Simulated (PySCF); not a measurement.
Species: CH₈GeSi.
SMILES with atom numbers: `[SiH3:1][CH2:2][GeH3:3]` (hydrogens: H4, H5, H6 on Si1; H7, H8 on C2; H9, H10, H11 on Ge3)

Theory: PySCF 2.14.0, PBE0-D3(BJ)/def2-SVP geometry optimisation, gas phase.

(1) List the bond lengths and angles at this level.

Results:

(1) 
| bond | length (Å) | order |
| --- | --- | --- |
| Si1–C2 | 1.880 | single |
| C2–Ge3 | 1.960 | single |
| Si1–H4, Si1–H5, Si1–H6 | 1.496 | single |
| C2–H7, C2–H8 | 1.103 | single |
| Ge3–H9, Ge3–H10, Ge3–H11 | 1.541 | single |

Bonds in one row agree within 0.01 Å and their mean is given. Orders are formal, as drawn. A selection of angles:
| angle | degrees |
| --- | --- |
| C2–Si1–H4 | 111.0 |
| C2–Si1–H5 | 110.4 |
| H4–Si1–H5 | 108.4 |
| Si1–C2–Ge3 | 114.7 |
| Si1–C2–H7 | 109.3 |
| Ge3–C2–H7 | 108.2 |
| H7–C2–H8 | 107.0 |
| C2–Ge3–H9 | 109.9 |
| H9–Ge3–H10 | 108.8 |

Ge3 (germanium bonded to C and 3 H) is tetrahedral (angles from 108.8° to 110.3°). Si1 (SiH3 silicon) is tetrahedral (angles from 108.3° to 111.0°).

Point group: Cs (every atom within 0.08 Å of its image). PBE0-D3(BJ)/def2-SVP frequencies: not computed here.
